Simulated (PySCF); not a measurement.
Be(F)(SiH3) (BeFH₃Si), SMILES [Be]([SiH3])[F]. Geometry: PBE0-D3(BJ)/def2-TZVP.

Computed equilibrium geometry at PBE0-D3(BJ)/def2-TZVP (PySCF confirms it by a frequency run) as a Z-matrix, and its point group:
point group C3v.
```
Si
H 1 1.4902
H 1 1.4902 2 107.47
H 1 1.4902 2 107.47 3 -115.40
Be 1 2.1764 2 111.41 4 -122.30
F 5 1.3701 2 152.98 1 180.00
```
